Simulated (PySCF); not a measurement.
## C₆ coefficients of unlike pairs at UHF

Calculated with PySCF 2.14 from the dipole response of each species, C₆(A,B) = (3/π) ∫ α_A(iu) α_B(iu) du, in atomic units, from isotropic polarisabilities. For ions this is the dispersion term alone; charge-induced terms of lower order in 1/R come first.

```tsv
species	configuration	basis	relativity	α (bohr³)	C₆ (like pair)
Si(2+)	[Ne] 3s2 (1S)	x2c-QZVPPall with one added diffuse shell each of s, p, d, f type (10s7p5d3f1g)	spin-free X2C	12.48	44.53
Ir+	[Xe] 4f14 5d7 6s1 (5F)	aug-cc-pVTZ-PP with one added diffuse shell each of s, p, d, f, g type with ECP60MDF (7s7p6d4f3g)	core potential	30.62	244.6
Ti+	[Ar] 3d2 4s1 (4F)	x2c-TZVPPall with one added diffuse shell each of s, p, d, f type (7s6p5d3f1g)	spin-free X2C	62.70	427.6
Be+	[He] 2s1 (2S)	aug-cc-pVQZ-DK (6s5p4d3f2g)	spin-free X2C	24.90	71.00
```

Task: Estimate C₆ for Be+ with Ti+.

Result: The integral gives 173.7. The combination rule 2 C_A C_B / (C_A α_B/α_A + C_B α_A/α_B) gives 174.2 and the geometric mean 174.2.

No spin-orbit coupling is included.

The other pairs:

```csv
pair,C₆
"Ti+, Ir+",297.9
"Be+, Ir+",119.2
"Be+, Si(2+)",51.28
"Ir+, Si(2+)",103.5
"Ti+, Si(2+)",127.0
```
